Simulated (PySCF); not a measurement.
## Electronic absorption of C6H7NOS

C6H7NOS.
SMILES: `N#C[C@@H]1C=C[S@](=O)CC1`

Computed with TDDFT PBE0/def2-SVPD, vertical, gas phase, core orbitals frozen in the response in PySCF. One conformer (not necessarily the lowest) at the GFN2-xTB geometry, without solvent, vibrations or thermal averaging.

**Question.** Predict the UV-vis stick spectrum at this level.

**Answer.** 

```json
{"state": "S1", "E (eV)": "4.53", "E (kJ/mol)": "437", "λ (nm)": "273.6", "f": "0.018", "|μ| (D)": "1.03", "main configurations (H = HOMO, L = LUMO)": "H→L (96%)"}
{"state": "S2", "E (eV)": "5.53", "E (kJ/mol)": "533", "λ (nm)": "224.3", "f": "0.0088", "|μ| (D)": "0.65", "main configurations (H = HOMO, L = LUMO)": "H-1→L (92%)"}
{"state": "S3", "E (eV)": "5.73", "E (kJ/mol)": "553", "λ (nm)": "216.4", "f": "0.017", "|μ| (D)": "0.88", "main configurations (H = HOMO, L = LUMO)": "H→L+1 (71%), H→L+2 (21%)"}
{"state": "S4", "E (eV)": "6.20", "E (kJ/mol)": "598", "λ (nm)": "199.9", "f": "0.010", "|μ| (D)": "0.66", "main configurations (H = HOMO, L = LUMO)": "H→L+2 (66%), H→L+1 (21%)"}
{"state": "S5", "E (eV)": "6.46", "E (kJ/mol)": "624", "λ (nm)": "191.8", "f": "0.018", "|μ| (D)": "0.85", "main configurations (H = HOMO, L = LUMO)": "H→L+4 (61%), H→L+5 (10%)"}
{"state": "S6", "E (eV)": "6.66", "E (kJ/mol)": "643", "λ (nm)": "186.1", "f": "0.0019", "|μ| (D)": "0.27", "main configurations (H = HOMO, L = LUMO)": "H→L+3 (80%), H→L+4 (8%)"}
{"state": "S7", "E (eV)": "6.67", "E (kJ/mol)": "644", "λ (nm)": "185.9", "f": "0.0031", "|μ| (D)": "0.35", "main configurations (H = HOMO, L = LUMO)": "H-1→L+1 (60%), H-1→L+2 (25%)"}
{"state": "S8", "E (eV)": "6.93", "E (kJ/mol)": "669", "λ (nm)": "178.8", "f": "0.058", "|μ| (D)": "1.49", "main configurations (H = HOMO, L = LUMO)": "H→L+5 (73%), H→L+4 (13%)"}
```

Triplets (Tamm–Dancoff): T1 3.93 eV, H→L (73%), H-2→L (17%); T2 4.51 eV, H-1→L (42%), H-2→L (28%), H→L (20%); T3 5.00 eV, H→L+1 (43%), H→L+2 (43%).

The lowest singlet comes at 274 nm (437 kJ/mol) in the ultraviolet; it is weak; its leading configuration is HOMO→LUMO (96%). The most intense listed level is S8 at 6.93 eV (179 nm, f = 0.058), 2.40 eV above S1. It is the last of those listed, so stronger ones may follow. S6/S7 lie within about 0.01 eV of each other. Löwdin shares by element: HOMO oxygen 48%, sulfur 30%, carbon 14% or more; LUMO carbon 62% or more, sulfur 13% (atoms not listed hold the other 25%). Weighted by f, the mean energy of these states is 6.24 eV. Of the 8 states listed, 5 reach f = 0.01 and none stays under 0.0005. The listed states span 2.40 eV, and the widest gap between neighbours is 1.00 eV (S1 to S2). Singlets were solved by full linear response, triplets in the Tamm–Dancoff approximation.
